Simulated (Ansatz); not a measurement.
Several settings on one geometry of the cluster Al₂N₂ (that of the charge 0 singlet, PBE0-D4/def2-TZVP). Ansatz on 4 threads of INTEL XEON PLATINUM 8581C on a shared host; times are rough.

```xyz
4

Al    1.531   -0.902   -0.678
Al   -1.531    0.902    0.678
N     0.372    0.358    0.363
N    -0.372   -0.358   -0.363
```

Totals from different functionals, basis sets or treatments of relativity can't be compared as stabilities.

Correlated methods freeze 12 core orbitals.

The spins typed aren't always the lowest for that charge.

Q: Give the basis size and estimate the energy, ⟨S²⟩ and time of these runs.

| run | method | charge | state | further keys |
| --- | --- | --- | --- | --- |
| 1 | UHF, mp2/cc-pVDZ | 0 | singlet | scf: {omitted_lower_state_checks: [starts]}; forces asked |
| 2 | UKS PBE0/6-31G | -1 | doublet | fitting: {mean_field: def2-universal-jkfit}; scf: {omitted_lower_state_checks: [starts]}; forces asked |
| 3 | UKS BHLYP-D3(BJ)-ATM/def2-SVP | -1 | doublet | scf: {omitted_lower_state_checks: [starts]} |
| 4 | UKS B3LYP5/STO-3G | 1 | doublet | scf: {omitted_lower_state_checks: [starts]} |

A: 
```tsv
run	functions	energy (Eh)	⟨S²⟩	wall time
1	64	-593.1217	0.00	0.55 s
2	44	-593.8782	0.77	0.95 s
3	64	-594.0156	0.76	0.85 s
4	28	-586.7022	0.77	0.4 s
```

The highest occupied level of an anion often lies above zero with these methods, and sets without diffuse functions describe the outer electron poorly.
